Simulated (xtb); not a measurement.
Se(SH)(SeH) (H₂SSe₂), SMILES [Se](S)[SeH]. All values are semi-empirical tight-binding results from xtb (GFN2-xTB unless named), good for trends rather than for accurate numbers. Geometry: GFN2-xTB. Other conformers were not sampled.

```
Item                                             Value
---------------------------------------  -------------
orbital gap                                    3.45 eV
zero-point energy                         9.9 kcal/mol
G − E(el) at 298.15 K (modified RRHO)    -9.7 kcal/mol
static polarisability (D4 model)            77.9 bohr³
solvation energy, GFN2-xTB/ALPB(water)   -0.8 kcal/mol
solvation energy, GFN2-xTB/ALPB(ch2cl2)  -4.9 kcal/mol
```
